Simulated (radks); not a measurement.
Values are calculated unless marked as measured or tabulated.
Task: The mean radii <r> (bohr) of the occupied orbitals of an atom or ion are listed with their occupations. Code: a radial shooting solver on a logarithmic mesh with Libxc functionals. Model: non-relativistic Kohn-Sham, TPSS, spin-polarised, spherical densities, point nucleus; meta-GGA in the generalised Kohn-Sham scheme.

orbital  occ.      <r>
1s up       1  0.02617
1s down     1  0.02617
2s up       1   0.1121
2s down     1   0.1121
2p up       3  0.09527
2p down     3  0.09527
3s up       1   0.2932
3s down     1   0.2931
3p up       3   0.2832
3p down     3   0.2831
3d up       5   0.2543
3d down     5   0.2542
4s up       1   0.6696
4s down     1   0.6694
4p up       3   0.6908
4p down     3   0.6905
4d up       5   0.7472
4d down     5   0.7471
5s up       1    1.623
5s down     1    1.632
5p up       3    1.829
5p down     3    1.839
4f up       2    1.139
6s up       1    4.335

Name the element and its charge. Open shells, if any, are filled with parallel spins first.

Result: Z = 58, cerium, charge +1: Ce+ in [Xe] 4f2 6s1. The 1s radius gives Z: for a bare nucleus <r> = 1.5/Z, 0.02586 bohr for Z = 58, and screening makes it slightly larger (0.02617 here). The occupations add up to 57, and the charge is Z minus that.
